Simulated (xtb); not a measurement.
Si(H)(F)(vinyl)(OH) (C2H5FOSi), SMILES C(=C)[SiH](F)O. All values are semi-empirical tight-binding results from xtb (GFN2-xTB unless named), good for trends rather than for accurate numbers. The structure is a stationary point at GFN2-xTB. The structure was generated by enumeration, and PubChem lists no compound with its InChIKey, so it may never have been made. One conformer was computed; it need not be the lowest.

- orbital gap = 4.50 eV
- dipole moment = 1.90 D
- zero-point energy = 41.3 kcal/mol
- G − E(el) at 298.15 K (modified RRHO) = 21.8 kcal/mol
- static polarisability (D4 model) = 62.6 bohr³
- solvation energy, GFN2-xTB/ALPB(water) = -4.5 kcal/mol
- solvation energy, GFN2-xTB/ALPB(dmso) = -7.6 kcal/mol
